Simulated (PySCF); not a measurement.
HMDS (C6H19NSi2), SMILES C[Si](C)(N[Si](C)(C)C)C.

Geometry: B3LYP-D3(BJ)/def2-SVP. One conformer was computed; it need not be the lowest.

Method: B3LYP-D3(BJ)/def2-SVP in PySCF.

Frequencies are harmonic and unscaled.

Problem. List the normal modes with their intensities. (An estimate is asked for; the answer gives what the named calculation found.)

Solution. 
```
mode  ν (cm⁻¹)  IR (km/mol)  moving atoms (share of kinetic energy)
----  --------  -----------  --------------------------------------
1           44          0.0                          C 70 %, H 29 %
2           44          0.7                  C 51 %, H 34 %, N 14 %
3          102          0.1                   C 59 %, H 27 %, N 8 %
4          146          6.7                          C 46 %, H 44 %
5          151          0.0                                  H 98 %
6          157          0.0                                  H 99 %
7          165          0.0                          C 48 %, H 47 %
8          169          0.3                                  H 96 %
9          171          0.0                          H 89 %, C 10 %
10         179          0.0                          H 85 %, C 14 %
11         183          0.1                          C 53 %, H 44 %
12         184          0.2                                  H 91 %
13         195          0.2                   H 44 %, C 42 %, N 8 %
14         214          2.3                 C 45 %, H 40 %, Si 11 %
15         226          4.6                 H 41 %, C 40 %, Si 18 %
16         235          0.0                 C 39 %, H 34 %, Si 27 %
17         241         16.4                 H 54 %, C 24 %, Si 17 %
18         253         13.1                 H 61 %, C 18 %, Si 18 %
19         325         27.6         N 58 %, H 19 %, C 13 %, Si 10 %
20         339          2.3         Si 39 %, H 28 %, C 20 %, N 14 %
21         568          2.2                  C 47 %, N 29 %, H 23 %
22         608          7.8                          C 68 %, H 23 %
23         671          4.7          H 43 %, C 29 %, Si 20 %, N 9 %
24         672          0.1                          H 85 %, C 15 %
25         674          0.0                          H 84 %, C 15 %
26         679          0.7                 H 44 %, C 39 %, Si 16 %
27         681         18.2                 H 43 %, C 41 %, Si 16 %
28         686          4.4                 H 46 %, C 39 %, Si 15 %
29         693          7.2                 C 41 %, H 32 %, Si 21 %
30         747          7.7                 H 60 %, C 24 %, Si 16 %
31         756          0.1                 H 64 %, C 24 %, Si 12 %
32         764         33.6                  H 65 %, C 23 %, Si 9 %
33         793         22.0                   H 63 %, C 22 %, N 9 %
34         838        118.7                          H 65 %, C 24 %
35         845         37.5                 H 64 %, C 23 %, Si 13 %
36         849          0.2                 H 60 %, C 22 %, Si 18 %
37         859        204.7                 H 56 %, C 22 %, Si 21 %
38         867        140.7                 H 52 %, Si 25 %, C 21 %
39         903         92.4                 H 46 %, Si 31 %, C 19 %
40         930        343.1                 N 46 %, H 27 %, Si 27 %
41        1172        250.5                          H 68 %, N 28 %
42        1266          4.9                          H 77 %, C 23 %
43        1266          4.8                          H 77 %, C 23 %
44        1267         72.4                          H 77 %, C 22 %
45        1269         53.4                          H 77 %, C 22 %
46        1273         36.5                          H 79 %, C 21 %
47        1277         10.1                          H 79 %, C 21 %
48        1424          0.6                                  H 95 %
49        1427          0.0                                  H 95 %
50        1430          0.0                                  H 95 %
51        1431          0.0                                  H 95 %
52        1433          0.0                                  H 95 %
53        1433          0.1                                  H 95 %
54        1438          4.8                                  H 96 %
55        1439          2.8                                  H 96 %
56        1442          1.7                                  H 96 %
57        1444          3.0                                  H 96 %
58        1449          2.0                                  H 96 %
59        1449          9.5                                  H 96 %
60        3022          7.1                                  H 97 %
61        3022          4.2                                  H 97 %
62        3023          4.9                                  H 97 %
63        3023         11.1                                  H 97 %
64        3025          2.4                                  H 97 %
65        3027          4.7                                  H 97 %
66        3108          2.6                           H 91 %, C 9 %
67        3108          0.6                           H 91 %, C 9 %
68        3109         10.3                           H 91 %, C 9 %
69        3110          6.3                           H 91 %, C 9 %
70        3111         51.0                           H 91 %, C 9 %
71        3112          6.8                           H 91 %, C 9 %
72        3116         13.7                           H 91 %, C 9 %
73        3116          5.1                           H 91 %, C 9 %
74        3116         16.1                           H 91 %, C 9 %
75        3117          5.0                           H 91 %, C 9 %
76        3119         14.7                           H 91 %, C 9 %
77        3121          8.0                           H 91 %, C 9 %
78        3579         17.7                                  H 93 %
```
